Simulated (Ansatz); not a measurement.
Process, species as SMILES: NB(N)Br → [NH-]B(N)Br + H+
Structures are relaxed separately at B3LYP-D3(BJ)/def2-TZVP in Ansatz (a first-principles code), one conformer each, not searched for the lowest. Frequencies are from Ansatz.

Quantity: gas-phase deprotonation energy (enthalpy at 298 K, with B3LYP-D3(BJ) rigid-rotor harmonic-oscillator terms), in eV. Correlated levels leave the core frozen unless marked. No spin-orbit coupling. The frozen core is the preceding noble-gas configuration, with the filled d and f shells of earlier blocks. No relativistic terms. Anions need diffuse functions: aug- sets have them; def2-D sets add few; the other sets have none. CBS marks a two-point X^-3 extrapolation of the correlation energy; Hartree-Fock from the larger set.

```json
[
 {"level": "SVWN5/def2-TZVPD", "program": "Ansatz", "gas-phase deprotonation energy (eV)": "15.63"},
 {"level": "PBE0-D3(BJ)/def2-TZVPD", "program": "Ansatz + dftd3", "gas-phase deprotonation energy (eV)": "16.04"},
 {"level": "MP2/6-31G*", "program": "Ansatz", "gas-phase deprotonation energy (eV)": "16.24"},
 {"level": "MP2/aug-cc-pVQZ", "program": "Ansatz", "gas-phase deprotonation energy (eV)": "15.87"}
]
```

What does CCSD(T)/CBS(aug-cc-pVTZ,aug-cc-pVQZ) (Ansatz) give?

15.93 eV, so MP2/aug-cc-pVQZ differs from it by -0.06 eV.
